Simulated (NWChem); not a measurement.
Program: NWChem. System: fluoroethane (C₂H₅F), charge 0, spin multiplicity 1, at a geometry optimised with PBE0/def2-SVP. Level: CCSD(T)/6-311G** (spherical d), 3 core orbitals frozen.

NWChem printed:

```
             Northwest Computational Chemistry Package (NWChem) 7.3.0
             --------------------------------------------------------

                                NWChem Input Module
                                -------------------

 Scaling coordinates for geometry "geometry" by  1.889725989
 (inverse scale =  0.529177249)

 Turning off AUTOSYM since
 SYMMETRY directive was detected!

                             Geometry "geometry" -> ""
                             -------------------------

 Output coordinates in angstroms (scale by  1.889725989 to convert to a.u.)

  No.       Tag          Charge          X              Y              Z
 ---- ---------------- ---------- -------------- -------------- --------------
    1 C                    6.0000    -1.17710000     0.26680900     0.00000000
    2 C                    6.0000     0.31876800     0.44777400     0.00000000
    3 F                    9.0000     0.94822200    -0.77385300     0.00000000
    4 H                    1.0000    -1.68349300     1.24402900     0.00000000
    5 H                    1.0000    -1.50166900    -0.29065500    -0.89119900
    6 H                    1.0000    -1.50166900    -0.29065500     0.89119900
    7 H                    1.0000     0.65141200     1.00722900     0.89223900
    8 H                    1.0000     0.65141200     1.00722900    -0.89223900

 Effective nuclear repulsion energy (a.u.)      79.3992749377

            Nuclear Dipole moment (a.u.)
            ----------------------------
        X                 Y               Z
 ---------------- ---------------- ----------------
    -0.0000018897    -0.0000037795     0.0000000000

      Symmetry information
      --------------------

 Group name             Cs
 Group number              2
 Group order               2
 No. of unique centers     6

      Symmetry unique atoms

     1    2    3    4    5    7


 Summary of "ao basis" -> "" (spherical)
 ------------------------------------------------------------------------------
       Tag                 Description            Shells   Functions and Types
 ---------------- ------------------------------  ------  ---------------------
 *                          6-311g**                  on all atoms

 Summary of "ao basis" -> "ao basis" (spherical)
 ------------------------------------------------------------------------------
       Tag                 Description            Shells   Functions and Types
[...]
 ccsd(t): done       30 out of       71 progress:   42.3%
 ccsd(t): done       31 out of       71 progress:   43.7%
 ccsd(t): done       32 out of       71 progress:   45.1%
 ccsd(t): done       33 out of       71 progress:   46.5%
 ccsd(t): done       34 out of       71 progress:   47.9%
 ccsd(t): done       35 out of       71 progress:   49.3%
 ccsd(t): done       36 out of       71 progress:   50.7%
 ccsd(t): done       37 out of       71 progress:   52.1%
 ccsd(t): done       38 out of       71 progress:   53.5%
 ccsd(t): done       39 out of       71 progress:   54.9%
 ccsd(t): done       40 out of       71 progress:   56.3%
 ccsd(t): done       41 out of       71 progress:   57.7%
 ccsd(t): done       42 out of       71 progress:   59.2%
 ccsd(t): done       43 out of       71 progress:   60.6%
 ccsd(t): done       44 out of       71 progress:   62.0%
 ccsd(t): done       45 out of       71 progress:   63.4%
 ccsd(t): done       46 out of       71 progress:   64.8%
 ccsd(t): done       47 out of       71 progress:   66.2%
 ccsd(t): done       48 out of       71 progress:   67.6%
 ccsd(t): done       49 out of       71 progress:   69.0%
 ccsd(t): done       50 out of       71 progress:   70.4%
 ccsd(t): done       51 out of       71 progress:   71.8%
 ccsd(t): done       52 out of       71 progress:   73.2%
 ccsd(t): done       53 out of       71 progress:   74.6%
 ccsd(t): done       54 out of       71 progress:   76.1%
 ccsd(t): done       55 out of       71 progress:   77.5%
 ccsd(t): done       56 out of       71 progress:   78.9%
 ccsd(t): done       57 out of       71 progress:   80.3%
 ccsd(t): done       58 out of       71 progress:   81.7%
 ccsd(t): done       59 out of       71 progress:   83.1%
 ccsd(t): done       60 out of       71 progress:   84.5%
 ccsd(t): done       61 out of       71 progress:   85.9%
 ccsd(t): done       62 out of       71 progress:   87.3%
 ccsd(t): done       63 out of       71 progress:   88.7%
 ccsd(t): done       64 out of       71 progress:   90.1%
 ccsd(t): done       65 out of       71 progress:   91.5%
 ccsd(t): done       66 out of       71 progress:   93.0%
 ccsd(t): done       67 out of       71 progress:   94.4%
 ccsd(t): done       68 out of       71 progress:   95.8%
 ccsd(t): done       69 out of       71 progress:   97.2%
 ccsd(t): done       70 out of       71 progress:   98.6%
 ccsd(t): done       71 out of       71 progress:  100.0%
 Time for integral evaluation pass     1        5.68
 Time for triples evaluation pass      1       11.49

 pseudo-e(mp4)  -0.15164728455988E-01
 pseudo-e(mp5)   0.69153595389919E-03
        e(t)    -0.14473192502089E-01

 --------------
 CCSD(T) Energy
 --------------
 Reference energy:                    -178.128778340362373

 CCSD corr. energy:                     -0.541456588653856
 T(CCSD) corr. energy:                  -0.015164728455988
 Total CCSD+T(CCSD) energy:           -178.685399657472232

 CCSD corr. energy:                     -0.541456588653856
 (T) corr. energy:                      -0.014473192502089
 Total CCSD(T) energy:                -178.684708121518327

 routine      calls  cpu(0)   cpu-min  cpu-ave  cpu-max   i/o
 aoccsd          1     0.02     0.02     0.02     0.02    0.00
 iterdrv         1     0.02     0.02     0.02     0.02    0.00
 pampt          11     0.15     0.15     0.15     0.15    0.00
 t2pm           11     0.25     0.25     0.25     0.25    0.00
 sxy            11     1.34     1.34     1.34     1.34    0.00
 ints     10695388    62.09    62.09    62.09    62.09    0.00
 t2eri       10890    13.81    13.81    13.81    13.81    0.00
 idx2        10890     2.28     2.28     2.28     2.28    0.00
 idx34          11     0.14     0.14     0.14     0.14    0.00
 ht2pm          11     0.33     0.33     0.33     0.33    0.00
 itm            11     1.87     1.87     1.87     1.87    0.00
 pdiis          11     0.06     0.06     0.06     0.06    0.00
 triples         1     0.00     0.00     0.00     0.00    0.00
 rdtrpo          1     0.02     0.02     0.02     0.02    0.00
 trpmos          1     5.68     5.68     5.68     5.68    0.00
 trpdrv          1     1.26     1.26     1.26     1.26    0.00
 dovvv       78100     5.54     5.54     5.54     5.54    0.00
 doooo       78100     1.21     1.21     1.21     1.21    0.00
 tengy       71000     3.42     3.42     3.42     3.42    0.00
 Total                99.50    99.50    99.50    99.50    0.00

 Task  times  cpu:      105.1s     wall:      105.1s

 Total times  cpu:      105.2s     wall:      105.2s
```

Q: Write an NWChem input that would produce this output.

A: One answer among several that fit: 
```
start mol
memory heap 100 mb stack 700 mb global 1900 mb
geometry units angstroms nocenter noautoz
  C     -1.177100     0.266809     0.000000
  C      0.318768     0.447774     0.000000
  F      0.948222    -0.773853     0.000000
  H     -1.683493     1.244029     0.000000
  H     -1.501669    -0.290655    -0.891199
  H     -1.501669    -0.290655     0.891199
  H      0.651412     1.007229     0.892239
  H      0.651412     1.007229    -0.892239
  symmetry group Cs
end
basis spherical
  * library 6-311g**
end
scf
  rhf
  nopen 0
  maxiter 100
  thresh 1e-7
  semidirect memsize 60000000 filesize 0
end
ccsd
  freeze core 3
  maxiter 60
end
task ccsd(t) energy
```
